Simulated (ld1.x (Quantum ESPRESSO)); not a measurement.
Which setting gave this result? (nitrogen, RRKJ)

Base potential:

N (Z = 7), norm-conserving RRKJ (Kleinman–Bylander form), made with ld1.x (Quantum ESPRESSO) 7.5 (PBE, non-relativistic). Core [He], reference 2s2 2p2 (charge +1). Waves: 2s (bound): rc 0.90 bohr; 2p (bound): rc 2.25 bohr. Local part: all-electron potential smoothed inside 1.35 bohr (lloc = -2). Core correction: a·sin(br)/r model core inside 0.55 bohr.

Cutoffs, loose and tight: the cutoffs (Ry, on a coarse ladder) from which the occupation-weighted sum of valence levels, in a spherical-Bessel basis at the reference potential, stays within 10 and 1 mRy of its value at 400 Ry. They do not see the model core or the augmentation charge, which bear on the density cutoff. Test errors are all-electron minus pseudo excitation energies from the reference, over the configurations 2s2 2p3; 2s2 2p1; 2s2 2p0; 2s0 2p5; 2s1 2p4; 2s1 2p0; 2s2 2p3.3; variants that change the core or the reference have their own tests.

Only the p radius is moved:

```tsv
p radius (bohr)	cutoff, loose	cutoff, tight	bound ghosts	largest test error (meV)	median size of the test errors
1.46	80 Ry	110 Ry	s	+807	38.5 meV
1.68	80 Ry	110 Ry	s	+1397	94.7 meV
1.86	80 Ry	110 Ry	s	+2010	156.5 meV
2.34	80 Ry	110 Ry	s	+4360	414.8 meV
2.52	80 Ry	110 Ry	s	+5527	552.1 meV
2.76	80 Ry	110 Ry	s	+6914	720.8 meV
2.98	80 Ry	110 Ry	s	+9113	996.3 meV
3.2	80 Ry	110 Ry	s	+10354	1155.0 meV
3.42	80 Ry	110 Ry	s	+12373	1416.2 meV
```

Q: One more run gave cutoff, loose: 80 Ry; cutoff, tight: 110 Ry; bound ghosts: s; largest test error (meV): +2625; median size of the test errors: 221.2 meV. Which value of the p radius was used?

A: 2.04 bohr. The median size of the test errors moves one way along this sweep, from 38.5 meV at 1.46 to 1416.2 meV at 3.42 bohr, which places the run between 1.86 and 2.34 bohr.
